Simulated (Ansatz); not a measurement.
Mulliken charges of `[F][Ti]([SH])([SH])[SH]` from PBE/def2-TZVPP in Ansatz (PBE0-D4/def2-TZVP geometry).

| atom | x (Å) | y (Å) | z (Å) | charge (e) |
| --- | --- | --- | --- | --- |
| F1 | -1.291 | -0.726 | -1.099 | -0.323 |
| Ti2 | -0.066 | -0.037 | -0.055 | 0.592 |
| S3 | -0.165 | -0.830 | 2.065 | -0.209 |
| S4 | -0.223 | 2.217 | 0.120 | -0.209 |
| S5 | 2.041 | -0.455 | -0.775 | -0.209 |
| H6 | -1.514 | -0.764 | 2.039 | 0.119 |
| H7 | -0.478 | 2.315 | -1.202 | 0.119 |
| H8 | 1.696 | -1.720 | -1.094 | 0.119 |

Question: By hand: the dipole of these point charges (1 e Å = 4.8032 D).

Answer: Σ q r = (-0.003, -0.002, -0.003) e Å, of length 0.005 e Å = 0.02 D.

Question: How does the dipole of the full density compare? (Best estimate.)

Answer: Computed: (-0.137, -0.078, -0.117) e Å, 0.94 D; the point charges give 0.02 times that, at 4° from its direction.

Point charges leave out the atoms' own dipoles, such as those of lone pairs, and Mulliken's split depends on the basis, so the two needn't agree.
